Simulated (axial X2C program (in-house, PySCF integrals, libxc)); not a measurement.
**Which molecule has these constants?**

Calculated with an in-house relativistic program for diatomic molecules, spin-free (one-electron X2C) or two-component (2c: spin–orbit coupling with atomic mean-field Coulomb and Gaunt terms, which also bring small scalar terms), in Dyall basis sets with cores contracted in-house; open shells are unrestricted.

A two-component CCSD(T) calculation in a Dyall 3-zeta basis gave Re = 3.702 Å, ωe = 185.5 cm⁻¹, De = 0.70 eV, Ω = 0.

Which molecule is it?
A. CsH
B. LiCs
C. NaCs

B. The others have NaCs 3.919 Å and 96.7 cm⁻¹ (Ω = 0); CsH 2.505 Å and 888.6 cm⁻¹ (Ω = 0).

Frozen shells (counts by l): LiCs Cs 4s3p2d, Li 1s, 10 electrons correlated; NaCs Cs 4s3p2d, Na 2s1p, 10 electrons correlated; CsH Cs 4s3p2d, H none, 10 electrons correlated. Coupled cluster in natural virtuals with an MP2 remainder. Where the outer core of a metal is frozen, bonds come out longer and ionisation energies lower.

Each entry is the lowest single determinant of a limited PBE0 search at one distance. De goes to single-determinant-based atoms at the same level (for ions the charge split of lowest energy) and is withheld (n/a) where an atom does not fit its ground term or J level. Main or longest-lived isotopes.
